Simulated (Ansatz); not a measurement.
Single points on Sn₅H₇⁺.

```yaml
crystal:
  periodic: [false, false, false]
  atoms:
    - {symbol: Sn, position_ang: [0.791384, 0.171394, -1.071598]}
    - {symbol: Sn, position_ang: [-1.832952, 0.852466, -1.927457]}
    - {symbol: Sn, position_ang: [0.241154, -2.179033, 0.809239]}
    - {symbol: Sn, position_ang: [1.725946, 1.001652, 1.395399]}
    - {symbol: Sn, position_ang: [0.180032, -0.399606, 3.487319]}
    - {symbol: H, position_ang: [-1.806998, 0.896433, -3.643497]}
    - {symbol: H, position_ang: [-0.882046, -0.958529, 1.904577]}
    - {symbol: H, position_ang: [-2.873236, -0.379270, -1.320609]}
    - {symbol: H, position_ang: [3.410023, 0.504875, 1.478987]}
    - {symbol: H, position_ang: [1.942705, -0.187483, -2.317506]}
    - {symbol: H, position_ang: [1.290153, -1.694715, 2.412856]}
    - {symbol: H, position_ang: [-2.186175, 2.371825, -1.207701]}
basis:
  gaussian: {orbitals: def2-TZVP, initial_orbitals: start.molden}
total_charge: 1
hamiltonian: {xc: {name: LC-wPBE}}
scf: {omitted_lower_state_checks: [starts]}
output: {orbitals: {seedname: orbitals}}
```

The file start.molden holds the orbitals of an earlier run on this structure, at another level or in another basis.

```sh
$ ansatz run in.yaml --threads 4 --pin off --events-out ev --progress --plain --max-ram 4787MiB
```

It prints (some lines left out):

```
Functional definition: LC-wPBE
2248 factors; their error is unknown
791 factors; integrals over basis functions are off by at most 1.7e-5 eV
mean field evaluation 1: about -29269.5563 eV, gradient 7.8e0 eV
mean field evaluation 2: about -29269.8313 eV, gradient 2.2e-1 eV
mean field evaluation 4: about -29269.8106 eV, gradient 1.2e-3 eV
mean field -29269.81062871 eV, -1075.6457008148 hartree, gradient 1.5e-5 eV, S^2 0.000000; 0 other end points of the search recorded, 0 dependent functions left out
reference -29269.81062872 eV, -1075.6457008152 hartree; 58, 58 occupied and 234, 234 virtual orbitals, 2248 factors
Total energy: -29269.81062872 eV, -1075.6457008152 hartree
Checks for a lower state left out: starts
```

It took 8.5 s on 4 threads of Arm Neoverse V2 on a shared host, peak host memory 0.98 GiB.

First input, but with `hamiltonian: {xc: {name: B3LYP}, dispersion: d4}` (abridged; 13 s):

```
Functional definition: B3LYP
mean field -29276.54553327 eV, -1075.8932039923 hartree, gradient 1.6e-5 eV, S^2 0.000000
Total energy: -29277.36232963 eV, -1075.9232207048 hartree
Checks for a lower state left out: starts
```

As the first input, with `correlation: {method: mp2}` and without the key `hamiltonian` (abridged; 17 s):

```
Functional definition: HF
mean field -29133.24499664 eV, -1070.6270064039 hartree, gradient 3.4e-6 eV, S^2 0.000000; unrestricted orbitals would lower it
20 core orbitals not correlated: weight in the atoms' cores, before any rotation towards them, 1.000 or more for the frozen orbitals, at most 0.000 for the correlated occupied ones
second order -43.42368556 eV of doubles, -0.00000000 eV of singles
Total energy: -29176.66868221 eV, -1072.2227974147 hartree
Checks for a lower state left out: starts
```

First input, but with `gaussian: {orbitals: def2-SVP, initial_orbitals: start.molden}`, `hamiltonian: {xc: pbe, dispersion: d4}` (abridged; 2.5 s):

```
Functional definition: PBE
mean field -29264.92561003 eV, -1075.4661796895 hartree, gradient 3.0e-5 eV, S^2 0.000000
Total energy: -29265.41950539 eV, -1075.4843300092 hartree
Checks for a lower state left out: starts
```

As the first input, with `hamiltonian: {xc: pbe0, dispersion: d4}` (abridged; 15 s):

```
Functional definition: PBE0
mean field -29267.10800343 eV, -1075.5463811676 hartree, gradient 2.0e-5 eV, S^2 0.000000
Total energy: -29267.54375480 eV, -1075.5623947354 hartree
Checks for a lower state left out: starts
```

First input, but with `gaussian: {orbitals: def2-SVP, initial_orbitals: start.molden}`, `hamiltonian: {xc: pbe0, dispersion: d4}` (abridged; 5 s):

```
Functional definition: PBE0
mean field -29266.10897838 eV, -1075.5096676743 hartree, gradient 2.9e-5 eV, S^2 0.000000
Total energy: -29266.54471692 eV, -1075.5256807702 hartree
Checks for a lower state left out: starts
```

First input, but with `gaussian: {orbitals: def2-SVP, initial_orbitals: start.molden}`, `correlation: {method: ccsd_t}` and without the key `hamiltonian` (abridged; 2.6 min):

```
Functional definition: HF
mean field evaluation 16: about -29125.3822 eV, gradient 1.5e1 eV
mean field -29132.19764919 eV, -1070.5885170950 hartree, gradient 8.6e-6 eV, S^2 0.000000; unrestricted orbitals would lower it
mean field evaluation 32: about -29132.2061 eV, gradient 1.3e-1 eV
20 core orbitals not correlated: weight in the atoms' cores, before any rotation towards them, 1.000 or more for the frozen orbitals, at most 0.000 for the correlated occupied ones
second order -14.57845133 eV of doubles, -0.00000000 eV of singles
cycle   1  -15.70446546 eV  change    -1.1e0 eV  update   1.5e-1
cycle   2  -16.37356295 eV  change   -6.7e-1 eV  update   4.9e-2
cycle   3  -16.52993601 eV  change   -1.6e-1 eV  update   2.8e-2
cycle   4  -16.52630245 eV  change    3.6e-3 eV  update   9.1e-3
cycle   5  -16.52238658 eV  change    3.9e-3 eV  update   5.2e-3
cycle   6  -16.52156999 eV  change    8.2e-4 eV  update   2.1e-3
cycle   7  -16.52125405 eV  change    3.2e-4 eV  update   7.9e-4
cycle   8  -16.52161538 eV  change   -3.6e-4 eV  update   2.9e-4
cycle   9  -16.52168011 eV  change   -6.5e-5 eV  update   1.0e-4
cycle  10  -16.52163181 eV  change    4.8e-5 eV  update   4.7e-5
perturbative correction -0.76518058 eV, -0.0281198677 hartree
Total energy: -29149.48446158 eV, -1071.2237957328 hartree
Checks for a lower state left out: starts
```

Geometry: PBE-D4/def2-SVP.

In the def2 sets Sn takes a core potential; there is no spin–orbit coupling. LC-ωPBE has ω = 0.4 bohr⁻¹. B3LYP takes the VWN-RPA correlation. Correlated methods freeze 20 core orbitals; core or outer-core shells of Sn are correlated, in sets that lack core-valence functions. The restricted singlet is unstable towards broken spin symmetry in Hartree–Fock (as tested in another run); at LC-ωPBE/def2-TZVP, B3LYP-D4/def2-TZVP, PBE-D4/def2-SVP, PBE0-D4/def2-TZVP and others this wasn't settled. At MP2/def2-TZVP, CCSD(T)/def2-SVP the restricted singlet (for correlated methods, its reference) is unstable: a solution with broken spin symmetry lies lower. The structure comes from a short search, and lower isomers may exist.
